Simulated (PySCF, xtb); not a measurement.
BClBr2, SMILES ClB(Br)Br.

Harmonic wavenumbers (cm⁻¹) from GFN2-xTB (xtb) at its own minimum, in rising order: 154, 180, 333, 345, 743, 743.

What does PBE-D3(BJ)/def2-SVP run with PySCF give at its own minimum? (The exact figures need the calculation; the answer reports its results.)

163, 193, 341, 395, 827, 919. Paired by order, the mean absolute difference is 56 cm⁻¹ and the zero-point energies are 3.6 and 4.1 kcal/mol.
